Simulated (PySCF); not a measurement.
**O(2+): excitation energy**

O(2+) [He] 2s2 2p2 (3P) → O(2+) [He] 2s1 2p2 3s1 (5P), as a difference of total energies. All numbers are calculated (PySCF 2.14, no relativity, point nucleus, in dyall-av3z (15s9p3d2f, 71 functions)). Correlated levels: valence: 1s2 frozen; virtual orbitals above 40 to 60 times the deepest correlated orbital energy dropped. The calculations carry no spin-orbit coupling.

| method | excitation energy (eV) |
| --- | --- |
| UHF | 39.700 |
| MP2 (valence) | 41.336 |
| SCS-MP2 (valence) | 41.790 |
| CCSD (valence) | 41.767 |
| CCSD(T) (valence) | 41.801 |

Task: How much does correlation contribute at CCSD(T) (valence)?

Result: 41.801 − (39.700) = 2.101 eV, measured against UHF.

The promoted electron is Rydberg-like, and one or two diffuse shells describe it only roughly, which tends to raise the upper state.
